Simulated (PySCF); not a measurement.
Species: `Cc1cc(C=O)pc(C=O)c1`. The columns A, B, C and D hold Mulliken, IAO, Hirshfeld and ESP-fitted charges (e) of one PBE0/pcSseg-1 density (PySCF), in a shuffled order. Coordinates in Å (GFN2-xTB); the density's dipole moment is (-2.91, -6.16, 1.39) D.

| atom | x | y | z | A | B | C | D |
| --- | --- | --- | --- | --- | --- | --- | --- |
| C1 | -1.051 | -2.280 | 0.506 | -0.111 | -0.122 | -0.577 | -0.428 |
| C2 | -0.425 | -0.952 | 0.205 | +0.019 | -0.335 | +0.715 | +0.026 |
| C3 | 0.907 | -0.869 | -0.173 | -0.030 | +0.077 | -0.713 | -0.119 |
| C4 | 1.567 | 0.316 | -0.468 | -0.077 | -0.573 | +0.199 | -0.279 |
| C5 | 2.975 | 0.304 | -0.857 | +0.108 | +0.372 | +0.402 | +0.249 |
| O6 | 3.587 | 1.309 | -1.122 | -0.218 | -0.351 | -0.439 | -0.387 |
| P7 | 0.887 | 1.936 | -0.431 | +0.174 | +0.714 | -0.032 | +0.499 |
| C8 | -0.739 | 1.482 | 0.064 | -0.076 | -0.568 | +0.178 | -0.278 |
| C9 | -1.628 | 2.633 | 0.206 | +0.109 | +0.372 | +0.411 | +0.249 |
| O10 | -1.264 | 3.764 | 0.002 | -0.218 | -0.350 | -0.439 | -0.386 |
| C11 | -1.199 | 0.199 | 0.312 | -0.028 | +0.051 | -0.681 | -0.117 |
| H12 | -1.406 | -2.305 | 1.536 | +0.052 | +0.142 | +0.158 | +0.160 |
| H13 | -0.342 | -3.091 | 0.366 | +0.051 | +0.117 | +0.155 | +0.151 |
| H14 | -1.908 | -2.451 | -0.144 | +0.052 | +0.141 | +0.156 | +0.160 |
| H15 | 1.478 | -1.788 | -0.245 | +0.052 | +0.092 | +0.249 | +0.149 |
| H16 | 3.456 | -0.692 | -0.894 | +0.043 | +0.067 | +0.007 | +0.100 |
| H17 | -2.666 | 2.406 | 0.515 | +0.043 | +0.068 | +0.004 | +0.100 |
| H18 | -2.236 | 0.086 | 0.610 | +0.054 | +0.083 | +0.245 | +0.149 |

Which column most likely holds the ESP-fitted charges?

C. Σ q r misses the density's dipole by 0.02 D (C), 1.29 D (D), 2.32 D (B), 2.85 D (A). Charges fitted to the outside potential are the only set here that is tied to the molecule's multipoles.

And the Hirshfeld charges?

A. The mean sizes are 0.084 e (A), 0.222 e (D), 0.255 e (B), 0.320 e (C), and Hirshfeld charges are commonly the smallest of these schemes.

As computed, A = Hirshfeld, B = Mulliken, C = ESP-fitted, D = IAO. Hydrogens on carbon: Hirshfeld +0.04 to +0.05, Mulliken +0.07 to +0.14, ESP-fitted 0.00 to +0.25, IAO +0.10 to +0.16 e.

The IAO scheme projects the occupied orbitals on a minimal set of polarised atomic orbitals and counts the electrons in each atom's part of it. The Hirshfeld scheme weights the molecular density at each point by an atom's share of the summed free-atom densities.

One conformer (not necessarily the lowest) at the GFN2-xTB geometry, without solvent, vibrations or thermal averaging. GFN2-xTB frequencies show an imaginary mode (40i cm⁻¹), so this geometry is no minimum at that level.

These values come from a run that also computed NMR shieldings. Hardware: one thread, Arm Neoverse V2, shared host. Cost: 39 s of wall time.

Conformer computed: `[CH3:1][c:2]1[cH:3][c:4]([CH:5]=[O:6])[p:7][c:8]([CH:9]=[O:10])[cH:11]1`: C3–C4–C5–O6 180°, P7–C8–C9–O10 0°.
